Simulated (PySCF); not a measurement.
**PBE0 on Ne⁺ (neon, charge +1)**

Configuration: [He] 2s1 2p6, 2S determinant (an excited configuration). Calculation: PySCF 2.14, in x2c-TZVPPall; the spin-free X2C one-electron Hamiltonian (Gaussian nucleus).

* Total energy: -127.2921 hartree
* One-electron energy: -174.3583 hartree
* Hartree (Coulomb) energy: 58.8064 hartree
* Exchange-correlation energy: -11.7402 hartree
* ⟨S²⟩: 0.7517
* ⟨L²⟩: 0.000
* Sum of ⟨r⟩: 6.487 bohr
* Sum of ⟨r²⟩: 7.046 bohr²
* Langevin diamagnetic susceptibility: -5.58 ×10⁻⁶ cm³/mol

| shell | electrons | mean orbital energy (eV) | rms radius, mean of both spins (bohr) |
| --- | --- | --- | --- |
| 1s α | 1 | -869.81 | 0.183 |
| 1s β | 1 | -868.16 | 0.183 |
| 2s α | 1 | -61.756 | 0.942 |
| 2p α | 3 | -36.622 | 1.01 |
| 2p β | 3 | -33.606 | 1.01 |
